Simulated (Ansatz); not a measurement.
CH4ClNOSi (`Cl[SiH]1NCO1`). The species carries charge 0 and has multiplicity 1. All single points use the PBE0-D4/def2-TZVP geometry.

```xyz
9

Cl    1.427    1.459    1.816
Si   -0.030    0.220    1.087
N     0.412   -0.868   -0.157
C    -0.396   -0.055   -1.071
O    -0.971    0.858   -0.119
H    -0.746   -0.269    2.277
H     1.308   -1.210   -0.458
H    -1.196   -0.622   -1.555
H     0.191    0.487   -1.820
```

Task: What is the dipole moment at PBE/def2-TZVPP? (Estimate.)

Result: Computed: 1.95 D, with components (0.86, -1.38, -1.07) D in this frame, pointing from negative to positive charge.

Task: And with r2SCAN, B3LYP, ωB97M-V? (Estimate.)

Result: The calculation gave: r2SCAN 1.98 D, B3LYP 1.99 D, ωB97M-V 1.99 D.

Task: Give the Mulliken charges with PBE, ωB97M-V, r2SCAN in def2-TZVPP. (Best estimate.)

Result: The calculation gave: 
```csv
atom,PBE,ωB97M-V,r2SCAN
Cl1,-0.21,-0.21,-0.25
Si2,0.54,0.59,0.69
N3,-0.33,-0.36,-0.42
C4,0.10,0.08,0.25
O5,-0.35,-0.41,-0.43
H6,-0.07,-0.03,-0.09
H7,0.14,0.11,0.14
H8,0.09,0.11,0.05
H9,0.09,0.11,0.05
```

B3LYP here is the variant with VWN-RPA as its local correlation; programs differ in this.
